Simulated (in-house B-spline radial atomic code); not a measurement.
**Ta⁶⁺: [Kr] 4d10 (4f5/2)5 (4f7/2)8 5s2 (5p1/2)1 (5p3/2)4 (9g9/2)1 (an excited or competing configuration)**

All numbers are computed (Dirac-Hartree-Fock, average of the jj configuration; Fermi nucleus of rms radius 5.3507 fm) with a B-spline radial code for spherical atoms, not measured.

Screening seen three ways: the hydrogenic charge with the same mean radius, Z_r = [3n² - l(l+1)]/(2<r>), the one with the same energy, Z_e = n√(-2ε), and Slater's rules. Values are occupation-weighted means over j. An effective charge above Z reflects the relativistic contraction of the inner shells.

| shell | electrons | ε (eV) | <r> (bohr) | Z_r | Z_e | Slater |
| --- | --- | --- | --- | --- | --- | --- |
| 1s | 2 | -67946 | 0.01866 | 80.38 | 70.67 | 72.70 |
| 2s | 2 | -11896 | 0.07829 | 76.64 | 59.14 | 68.85 |
| 2p | 6 | -10500 | 0.07015 | 71.27 | 55.56 | 68.85 |
| 3s | 2 | -2867.9 | 0.2038 | 66.24 | 43.56 | 61.75 |
| 3p | 6 | -2439.8 | 0.2037 | 61.38 | 40.17 | 61.75 |
| 3d | 10 | -1907.3 | 0.1857 | 56.56 | 35.52 | 51.85 |
| 4s | 2 | -699.7 | 0.4582 | 52.38 | 28.69 | 45.25 |
| 4p | 6 | -554.98 | 0.4851 | 47.41 | 25.55 | 45.25 |
| 4d | 10 | -359.06 | 0.5207 | 40.33 | 20.55 | 33.85 |
| 5s | 2 | -180.32 | 1.063 | 35.27 | 18.20 | 16.55 |
| 4f | 13 | -143.93 | 0.5975 | 30.12 | 13.01 | 22.80 |
| 5p | 5 | -137.98 | 1.199 | 30.44 | 15.92 | 16.55 |
| 9g | 1 | -8.3111 | 15.72 | 7.09 | 7.03 | - |

The least bound orbital is 9g9/2 at -8.311 eV, and it is also the most diffuse (<r> = 15.72 bohr).

For the 1s electron the small component carries 7.56 % of the norm, the zero-frequency Breit interaction raises the level by 232.5 eV, self-energy by 144.7 eV, and vacuum polarisation lowers it by 26.96 eV.
